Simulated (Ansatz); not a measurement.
**Question.** Name a neutral molecule of C, Ge and H with size of the dipole moment (PBE/def2-TZVPP) between 0.50 and 0.80 D and HOMO energy (B3LYP/def2-TZVPP) between -7.55 and -7.25 eV (Ansatz, PBE0-D4/def2-TZVP geometry).

**Answer.** `C[CH2][GeH]([CH2]C)[CH2]C` (0.59 D, -7.39 eV); `C=[CH][GeH2][CH]=C` (0.68 D, -7.48 eV). Other molecules can fit too; these were computed, each in one conformer that needn't be the lowest.

B3LYP here is the variant with VWN-RPA as its local correlation; programs differ in this.
